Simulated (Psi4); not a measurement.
Here is a job for Psi4.
```
memory 2 GB

molecule mol {
0 1
  Sb   -0.005381   -0.018048   -0.002321
  F     1.271081   -0.772450    1.175560
  F    -1.287670    0.729487   -1.178180
  F     0.235345    1.681917    0.820823
  F     1.083193   -0.495262   -1.490231
  F    -1.322503   -1.226300    0.658629
}

set basis def2-svp
set reference rks

energy('b3lyp')
print_variables()
```

Q: What nuclear repulsion energy does B3LYP/def2-SVP (Psi4) give?

A: 434.2760 Eh

Q: Predict the number of basis functions from B3LYP/def2-SVP.

A: 96

Q: What is the computed dipole moment (B3LYP/def2-SVP)?

A: 0.02 D

Q: What is the computed total energy (B3LYP/def2-SVP)?

A: -739.1681 Eh
